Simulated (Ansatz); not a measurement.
Sn(OAc)Me3 (C5H12O2Sn). Charge 0, multiplicity 1. Geometry r2SCAN-D4/def2-SVP, basis def2-TZVP, Ansatz.

Cartesian coordinates in Å:
```
Sn -0.578 0.681 -0.081
O 1.136 -0.435 -0.594
C 1.157 -1.451 0.234
C 2.313 -2.397 0.051
O 0.285 -1.604 1.090
H 2.252 -3.222 0.771
H 3.259 -1.850 0.180
H 2.310 -2.788 -0.977
C -0.300 1.456 1.902
H -0.658 0.722 2.636
H -0.833 2.410 2.024
H 0.775 1.627 2.063
C -2.305 -0.528 -0.487
H -3.166 0.103 -0.753
H -2.539 -1.140 0.393
H -2.076 -1.192 -1.334
C -0.297 2.203 -1.581
H -0.299 1.747 -2.582
H 0.667 2.709 -1.425
H -1.103 2.951 -1.530
```

```json
{"run": "A", "HOMO (eV)": "-9.89", "LUMO (eV)": "2.09"}
{"run": "B", "HOMO (eV)": "-7.51", "LUMO (eV)": "0.29"}
{"run": "C", "HOMO (eV)": "-7.72", "LUMO (eV)": "0.61"}
{"run": "D", "HOMO (eV)": "-5.98", "LUMO (eV)": "-0.60"}
{"run": "E", "HOMO (eV)": "-6.88", "LUMO (eV)": "0.10"}
{"run": "F", "HOMO (eV)": "-6.30", "LUMO (eV)": "-0.30"}
```

In the def2 sets Sn takes a core potential; there is no spin–orbit coupling.

Q: The runs used PBE, PBE0, r2SCAN, r2SCAN0, r2SCANh, ωB97X-V. Estimate which is which.

A: A ωB97X-V (range-separated); B PBE0 (25 % exact exchange); C r2SCAN0 (25 % exact exchange); D PBE (0 % exact exchange); E r2SCANh (10 % exact exchange); F r2SCAN (0 % exact exchange). Exact exchange lowers occupied and raises empty levels; among semilocal functionals meta-GGAs tend to open the gap a little, and such runs are hard to tell apart. The gap grows from 5.38 eV (PBE) to 11.97 eV (ωB97X-V).
